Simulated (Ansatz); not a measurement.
`C=[CH][AlH2]` and `C=[CH][AlH][CH2][SiH3]` differ in one atom or group.

Ansatz, PBE0-D4/def2-TZVP geometries, multiplicity 1. Each molecule was computed in one conformer, which needn't be the lowest.

| property | `C=[CH][AlH2]` |
| --- | --- |
| HOMO energy (ωB97M-V/def2-TZVPP) / eV | -10.32 |
| HOMO–LUMO gap (PBE/def2-TZVPP) / eV | 4.30 |
| size of the dipole moment (PBE/def2-TZVPP) / D | 0.92 |
| LUMO energy (B3LYP/def2-TZVPP) / eV | -1.87 |
| size of the dipole moment (ωB97M-V/def2-TZVPP) / D | 0.84 |
| LUMO energy (PBE0/def2-TZVPP) / eV | -1.66 |

Q: Give the same properties after the change, and the shifts. (Best estimate.)

A: The calculation gave: 
```
                                          property  `C=[CH][AlH][CH2][SiH3]`  shift
             HOMO energy (ωB97M-V/def2-TZVPP) / eV                    -10.05   0.27
               HOMO–LUMO gap (PBE/def2-TZVPP) / eV                      4.27  -0.03
    size of the dipole moment (PBE/def2-TZVPP) / D                      1.16   0.24
               LUMO energy (B3LYP/def2-TZVPP) / eV                     -1.71   0.16
size of the dipole moment (ωB97M-V/def2-TZVPP) / D                      1.13   0.29
                LUMO energy (PBE0/def2-TZVPP) / eV                     -1.51   0.15
```

With PBE0 the HOMO rises by 0.23 eV and the LUMO rises by 0.15 eV, so the gap narrows by about 0.08 eV. PBE moves the HOMO by 0.18 eV and ωB97M-V by 0.27 eV. Dipoles are sizes alone; their direction can turn.

B3LYP here is the variant with VWN-RPA as its local correlation; programs differ in this.
